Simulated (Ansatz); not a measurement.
Consider the ligand exchange at a Ga–N bond: `O=C=[N][Ga]([Cl])[Cl]` + H–F → `[F][Ga]([Cl])[Cl]` + `N=C=O`.

Calculated with Ansatz (gas phase, PBE0-D4/def2-TZVP geometries, no zero-point term in ΔE). CCSD(T)/CBS is the MP2 limit (def2-TZVPP, def2-QZVPP) plus CCSD(T) − MP2 in def2-TZVPP, frozen cores. This one scheme is used for every species. DFT in def2-TZVPP. For Ga outer-core shells are correlated without core-valence functions, which leaves a few kJ/mol of doubt a bond. Scalar relativity is left out up to krypton. One conformer a species, not always the lowest.

| level | ΔE (kJ/mol) |
| --- | --- |
| PBE-D4 | -9.7 |
| r2SCAN-D4 | -11.1 |
| PBE0-D4 | -1.4 |
| r2SCAN | -12.6 |

(1) What does CCSD(T)/CBS give? (Best estimate.)

Largest T1 diagnostic among the species: 0.018.

## Answers

(1) Computed: +5.4 kJ/mol. The listed levels differ from it by -15.1, -16.5, -6.8, -18.0 kJ/mol.

Leaving LDA and LC-ωPBE aside and taking each functional with its dispersion term where it has one, the values, not all of them listed here, spread over 16.2 kJ/mol, from B97M-V to PBE-QIDH. LDA lies +6.4 kJ/mol from PBE without D4. From r2SCAN to r2SCAN0 (25 % exact exchange), in def2-TZVPP and without D4, ΔE moves by +7.5 kJ/mol.
